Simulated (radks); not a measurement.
The numbers below are computed, except where a source is named.
Question: The table gives one normalised radial function P(r) = r R(r) of K in [Ar] 4s1 (r in bohr). Level of theory: non-relativistic Kohn-Sham, exchange-only LDA, spin-polarised, spherical densities, point nucleus; open shells are filled with parallel spins first (a radial shooting solver on a logarithmic mesh with Libxc functionals).

r         P
0.005371   0.0177
0.007164   0.0228
0.009479   0.0288
0.01264    0.0361
0.01673    0.0440
0.02231    0.0522
0.02952    0.0590
0.03937    0.0626
0.05251    0.0596
0.06948    0.0467
0.09267    0.0199
0.1226    -0.0192
0.1635    -0.0663
0.2181    -0.1044
0.2886    -0.1104
0.3849    -0.0654
0.5093     0.0269
0.6793     0.1357
0.906      0.1944
1.199      0.1498
1.599     -0.0033
2.116     -0.2021
2.822     -0.3736
3.733     -0.4456
4.979     -0.4148
6.641     -0.3211
8.787     -0.2167
11.72     -0.1243
15.51     -0.0605
20.68     -0.0226

Which n and l does it have? It may be an empty orbital.

Answer: n = 4, l = 0: the number of nodes gives n - l - 1 = 3, the rise at small r (about r^(l+1)) gives l, and the extent must fit the shell. The curve is that of 4s down; the table hardly tells the two spins apart. 4s down (empty): eigenvalue -0.493 eV, 3 radial nodes at r = 0.108, 0.474, 1.59 bohr, <r> = 5.65 bohr, 90 % of the charge inside 9.35 bohr.
